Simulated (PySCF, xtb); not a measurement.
WF₆, SMILES [F][W]([F])([F])([F])([F])[F], multiplicity 1.

GFN2-xTB (xtb) at its own geometry gives an orbital gap of 7.37 eV and a dipole moment of 0.00 D.

Geometry: PBE-D3(BJ)/def2-SVP. The multiplicity is an assumed one; other spin states were not compared. The isomer is the one that the SMILES or the coordinates give; other isomers of the formula were not compared. The def2 effective core potentials stand for the cores of W; spin–orbit coupling is left out.

What does r2SCAN/def2-TZVP run with PySCF give? (An estimate is asked for; the answer gives what the named calculation found.)

gap 5.68 eV (levels -11.22 and -5.54 eV), dipole 0.00 D.
